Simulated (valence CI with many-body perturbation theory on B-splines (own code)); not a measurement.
**I40+: magnetic and hyperfine properties of the levels**

Computed by valence CI with perturbative core correlation (CI+MBPT): three valence electrons over a frozen Dirac-Fock core [Ne], a basis of 11 s, 11 p, 9 d, 7 f, 5 g, 2 h, 1 i functions for each j, with the one-electron correlation potential Σ1 (screened to all orders), the two-electron term Σ2, the three-electron term Σ3, Breit, model QED; selected single and double excitations, second order for the rest (own B-spline code, finite nucleus).

The last digits are not significant, and no measured levels were compared; by estimate large intervals hold to a few tenths of a per cent, small ones and those within an open d or f shell to about a per cent.

A/g_I is the dipole constant over the nuclear g factor μ/I (μ in nuclear magnetons, uniformly magnetised nucleus), B/Q the quadrupole constant per barn. Both hold the static response of the core; the bare values leave it out. Large factors of s and p1/2 electrons are usually good to 5 to 10 %; those of open d and f shells near neutrality can be off by tens of per cent, and small factors of p3/2, d and f electrons come from cancelling terms and can be off by a factor of two or in sign, in half-filled shells by more. B is blank for J = 1/2, where it vanishes, and for nearly pure S terms. Energies count from the lowest level.

Levels are named by their leading jj configuration (3d3/2^4 stands for four electrons in 3d with j = 3/2), which in mixed levels can hold well under half, so a name can repeat and another be missing. Letters in brackets count levels of one name in rising energy.

```tsv
Level	E (× 10³ cm⁻¹)	g	A/g_I (MHz)	A/g_I bare	B/Q (MHz/b)	B/Q bare
(3s^2 3p1/2) J=1/2	0.00	0.657	435000	425000		
(3s^2 3p3/2) J=3/2	610.17	1.328	69200	69000	129000	127000
(3s 3p1/2^2) J=1/2	793.64	2.318	1270000	1240000		
(3s 3p1/2 3p3/2) J=3/2 [a]	1268.6	1.672	339000	333000	105000	103000
(3s 3p1/2 3p3/2) J=5/2	1355.9	1.382	389000	380000	64200	63200
(3s 3p1/2 3p3/2) J=3/2 [b]	1477.6	0.925	13300	14500	98200	96600
(3s 3p1/2 3p3/2) J=1/2	1543.7	1.176	-342000	-330000		
(3s^2 3d3/2) J=3/2	1830.9	0.850	18900	20400	14900	15700
(3s^2 3d5/2) J=5/2	1852.5	1.330	171000	168000	11100	11700
(3s 3p3/2^2) J=5/2	2044.3	1.271	191000	187000	82900	82100
(3s 3p3/2^2) J=1/2	2157.8	1.823	1360000	1320000		
(3s 3p3/2^2) J=3/2	2197.3	1.195	-177000	-169000	-40200	-39500
(3p1/2^2 3p3/2) J=3/2	2289.7	1.242	47100	48600	107000	105000
(3s 3p1/2 3d3/2) J=3/2 [a]	2401.6	0.529	-109000	-105000	35300	35600
(3s 3p1/2 3d3/2) J=5/2	2459.5	1.054	337000	329000	-5590	-4370
(3s 3p1/2 3d3/2) J=1/2	2597.1	0.340	-516000	-500000		
(3s 3p1/2 3d3/2) J=3/2 [b]	2604.7	1.330	255000	251000	20400	20200
(3s 3p1/2 3d5/2) J=5/2 [a]	2609.7	1.324	114000	113000	12000	13200
(3s 3p1/2 3d5/2) J=7/2	2656.7	1.257	254000	249000	-5520	-3810
(3s 3p1/2 3d5/2) J=5/2 [b]	2711.1	1.150	76500	76300	19200	19900
(3s 3p1/2 3d5/2) J=3/2	2711.4	1.281	-144000	-137000	-20700	-19600
(3p1/2 3p3/2^2) J=5/2	2906.8	1.071	131000	129000	62300	61600
(3p1/2 3p3/2^2) J=3/2	2958.7	1.199	-36300	-32900	44000	43600
(3p1/2 3p3/2^2) J=1/2	2975.3	0.663	417000	405000		
(3s 3p3/2 3d3/2) J=3/2 [a]	3095.4	1.370	239000	234000	-12300	-12800
(3s 3p3/2 3d3/2) J=5/2 [a]	3097.3	1.287	190000	187000	23000	22200
(3s 3p3/2 3d3/2) J=1/2 [a]	3101.3	2.343	675000	660000		
(3s 3p3/2 3d3/2) J=7/2	3112.8	1.319	221000	217000	74300	73400
(3s 3p3/2 3d5/2) J=9/2	3120.9	1.328	184000	181000	159000	158000
(3s 3p3/2 3d5/2) J=3/2 [a]	3222.7	1.101	-70000	-65800	-64200	-62900
(3s 3p3/2 3d5/2) J=5/2 [a]	3250.4	1.330	273000	267000	-63700	-62200
(3s 3p3/2 3d3/2) J=3/2 [b]	3308.8	1.130	-2480	153	-71600	-70300
(3s 3p3/2 3d5/2) J=7/2 [a]	3326.9	1.165	73200	73000	140000	139000
(3s 3p3/2 3d3/2) J=5/2 [b]	3362.3	0.928	-57400	-53900	99000	98500
(3s 3p3/2 3d3/2) J=1/2 [b]	3376.2	0.615	8610	9740		
(3p1/2^2 3d3/2) J=3/2	3400.1	0.749	39700	39400	18500	19400
(3s 3p3/2 3d5/2) J=7/2 [b]	3415.2	1.188	68200	68100	99400	99200
(3s 3p3/2 3d5/2) J=1/2	3475.9	0.673	-194000	-188000		
(3s 3p3/2 3d5/2) J=3/2 [b]	3520.5	1.302	312000	305000	39700	39800
(3s 3p3/2 3d5/2) J=5/2 [b]	3534.6	1.123	-105000	-100000	-45600	-43800
```

(1) Take the isotope of mass number 127, with I = 5/2, μ = 2.8087 μN and Q = -0.688 b. What is the hyperfine structure of (3s 3p1/2 3p3/2) J=5/2?

Answers

(1) From the table A = 437000 MHz, B = -44200 MHz. Shifts from the centre of gravity in MHz: F = 0: -3850000, F = 1: -3410000, F = 2: -2520000, F = 3: -1190000, F = 4: 562000, F = 5: 2720000.
